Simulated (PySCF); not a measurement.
## Polarisability and C₆ of Cu⁺ (copper, charge +1)

[Ar] 3d10, closed-shell 1S. All numbers are calculated (PySCF 2.14, scalar relativity through the core potential, in aug-cc-pwCVQZ-PP with ECP10MDF (9s9p8d5f4g3h, 180 functions)). Coupled (time-dependent) response in atomic units; α is the mean over directions.

```
method  mean α (bohr³)  C₆ (like pair)  S(−4)
   UHF           5.183           16.51  17.88
   PBE           7.755           25.74  57.51
```

S(−4) is the Cauchy moment in α(ω) = α(0) + S(−4) ω² + …

α(iu) at UHF:

```tsv
u (hartree)	α(iu) (bohr³)
0	5.183
0.0500	5.139
0.100	5.015
0.200	4.604
0.300	4.124
0.500	3.300
0.750	2.597
1.00	2.117
1.50	1.503
2.00	1.132
3.00	0.7203
5.00	0.3720
```

A single London oscillator, α(iu) = α/(1 + u²/ω²), gives C₆ = (3/4) ω α². Matching the computed C₆ needs ω = 4 × 16.51 / (3 × 5.183²) = 0.819 hartree.

For an ion, C₆ is the dispersion term alone; charge-induced terms of lower order in 1/R come first.

Energies and moments cover only the electrons outside the core potential.
